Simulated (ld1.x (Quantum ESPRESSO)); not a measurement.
## tellurium: one change to a TM potential, before and after

Te (Z = 52), norm-conserving Troullier–Martins (Kleinman–Bylander form), made with ld1.x (Quantum ESPRESSO) 7.5 (PBE, fully relativistic). Core [Kr] 4d10, reference 5s2 5p4. Waves: 5p (bound): rc 1.95 bohr; 5s (bound): rc 1.90 bohr. Local part: the s channel. Core correction: none.

Open shells are filled in proportion to 2j + 1 (rel_dist='average').

Change: wave 5s (bound): rc 1.90 bohr becomes 5s (bound): rc 2.82 bohr.

Cutoffs: the cutoffs (Ry, on a coarse ladder) from which the occupation-weighted sum of valence levels, in a spherical-Bessel basis at the reference potential, stays within 10 and 1 mRy of its value at 400 Ry; they do not see the model core or the augmentation charge, which bear on the density cutoff. Errors are all-electron minus pseudo energies relative to the spin-unpolarised reference configuration.

Task: How do hardness, ghosts and transferability respond?

Result: The potential gets softer (30 Ry and 50 Ry → 15 Ry and 35 Ry); of the 7 tests that both files solve, the error grows in 4 and shrinks in 0 by more than 15 % and 0.3 meV (median size 4.1 → 13.2 meV); neither file shows a bound ghost. A larger radius leaves more room for a smooth pseudo-wave, so fewer plane waves are needed. More of the atom is replaced by a form fitted at one configuration, so other configurations suffer.

| quantity | base | changed |
| --- | --- | --- |
| cutoff, loose | 30 Ry | 15 Ry |
| cutoff, tight | 50 Ry | 35 Ry |
| loose cutoff by channel (10 mRy a level) | p 12 Ry, s 21 Ry | p 12 Ry, s 8 Ry |
| bound ghosts | none | none |
| error for 5s2 5p3, meV [ΔE 9.75 eV] | -2.3 | +2.6 |
| error for 5s2 5p2, meV [ΔE 27.70 eV] | -15 | +18 |
| error for 5s2 5p1, meV [ΔE 54.63 eV] | -37 | +73 |
| error for 5s2 5p0, meV [ΔE 91.14 eV] | -23 | +261 |
| error for 5s2 5p3.5, meV [ΔE 3.91 eV] | -0.4 | +0.5 |
| error for 5s2 5p4.3, meV [ΔE -1.47 eV] | 0.0 | +0.1 |
| error for 5s1 5p5, meV [ΔE 9.22 eV] | +4.1 | -13 |
